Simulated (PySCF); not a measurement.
Compound: C₅H₆NO (doublet state).
Atom-mapped SMILES: `[CH2:1]=[N:2][C@H:3]1[CH:4][O:5][CH:6]=[CH:7]1` (hydrogens: H8, H9 on C1; H10 on C3; H11 on C4; H12 on C6; H13 on C7)

Cartesian coordinates in Å at the GFN2-xTB level; atoms count from 1:
```xyz
13
C5H6NO angstrom
C      2.1636    0.7115   -0.6474
N      0.9154    0.6514   -0.7137
C      0.1906   -0.3181    0.0944
C     -0.4614    0.3702    1.2446
O     -1.8099    0.3464    1.1345
C     -2.1150   -0.4077    0.0538
C     -1.0334   -0.8440   -0.6031
H      2.7918    0.0369   -0.0542
H      2.6685    1.4811   -1.2126
H      0.8805   -1.1262    0.4175
H     -0.0300    1.1048    1.8928
H     -3.1602   -0.5641   -0.1344
H     -1.0047   -1.4419   -1.4898
```

The hyperfine couplings belong to this conformer and change with its torsions.

Method used: UKS B3LYP, pcH-1 on C H N O, non-relativistic, mean-field spin-orbit, GIAO in PySCF. The structure is a single GFN2-xTB conformer in the gas phase; no vibrational or solvent corrections. A GFN2-xTB geometry isn't a minimum of the functional, and hyperfine couplings can be far from their values at a DFT geometry. Stability of the SCF solution: not tested.

**Question.** Where do the isotropic ENDOR lines of C4, C3, C7, C6, N2, H10, H11, H13, H9 and H8 fall at 1219.4 mT, to first order?

**Answer.** ν± = |νn ± a/2|, one line for each electron-spin manifold; νn = |g_N| × 7.62259 MHz/T × B.

```csv
nuclei,isotope,g_N,νn (MHz),a_iso (MHz),lower line (MHz),upper line (MHz)
C4,13C,1.4048,13.06,118.50,46.19,72.31
C3,13C,1.4048,13.06,-22.43,1.84,24.27
C7,13C,1.4048,13.06,8.22,8.95,17.17
C6,13C,1.4048,13.06,-6.83,9.64,16.47
N2,14N,0.4038,3.75,30.77,11.63,19.14
H10,1H,5.5857,51.92,114.10,5.13,108.97
H11,1H,5.5857,51.92,-48.84,27.50,76.34
H13,1H,5.5857,51.92,-6.96,48.44,55.40
H9,1H,5.5857,51.92,2.47,50.68,53.15
H8,1H,5.5857,51.92,-1.65,51.10,52.74
```

The rows for 13C, of low natural abundance, apply to labelled samples.

**Question.** Which pairs are centred on the nuclear Larmor frequency, and which on half the coupling?

**Answer.** Centred on νn, since |a| < 2νn: C3, C7, C6, H11, H13, H9 and H8. Centred on |a|/2 and split by 2νn: C4, N2 and H10.
